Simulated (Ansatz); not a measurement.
`Cl[SiH](Cl)[GeH3]` + `N=CS` → `N=[C](S)[GeH3]` + `Cl[SiH2]Cl`  (formal exchange of groups at a Ge–Si bond)

Isolated molecules relaxed with PBE0-D4/def2-TZVP in Ansatz; ΔE leaves out vibrations. CCSD(T)/CBS is the MP2 limit (def2-TZVPP, def2-QZVPP) plus CCSD(T) − MP2 in def2-TZVPP, frozen cores. This one scheme is used for every species. DFT in def2-TZVPP. For Ge outer-core shells are correlated without core-valence functions, which leaves a few kJ/mol of doubt a bond. Scalar relativity is left out up to krypton. Each species was taken in one conformer, which may not be the lowest.

Is it downhill or uphill in electronic energy at CCSD(T)/CBS, and by how much? (Estimate.)

Computed: Uphill: ΔE = +30.4 kJ/mol.

What do these levels give: PBE-D4, r2SCAN, SCS-MP2/def2-TZVPP, CCSD/def2-TZVPP, CCSD(T)/def2-TZVPP, MP2/def2-QZVPP? (An estimate is asked.)

The calculation gave: PBE-D4 41.3, r2SCAN 36.1, SCS-MP2/def2-TZVPP 24.2, CCSD/def2-TZVPP 29.9, CCSD(T)/def2-TZVPP 28.4, MP2/def2-QZVPP 26.4 kJ/mol.

Largest T1 diagnostic among the species: 0.014.
